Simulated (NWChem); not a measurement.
Molecule: C2H3NO2Si; SMILES O=C1N=C[SiH2]O1

```xyz
9

O     -0.3922    -2.2757     0.0000
C     -0.1147    -1.1214     0.0000
N      1.2470    -0.6441     0.0000
C      1.3463     0.6286     0.0000
Si    -0.3781     1.4210     0.0000
O     -1.0501    -0.1337     0.0000
H      2.3500     1.0765     0.0000
H     -0.7409     2.1720    -1.2292
H     -0.7409     2.1720     1.2292
```
Atoms are numbered in this order, from 1.

Results from NWChem. All runs use the structure optimised with PBE0/def2-SVP. Level: PBE0/def2-SVP with SMD (1 M gas to 1 M solution), gas-phase geometry. Reactions with the solvent are ignored.

Problem. Estimate the computed values for solvent water. Quantities: solvation free energy (kcal/mol); cavity-dispersion-structure term (kcal/mol); dipole in solution (D).

Solution. 
```yaml
solvation free energy (kcal/mol): -7.1
cavity-dispersion-structure term (kcal/mol): 3.9
dipole in solution (D): 7.34
```
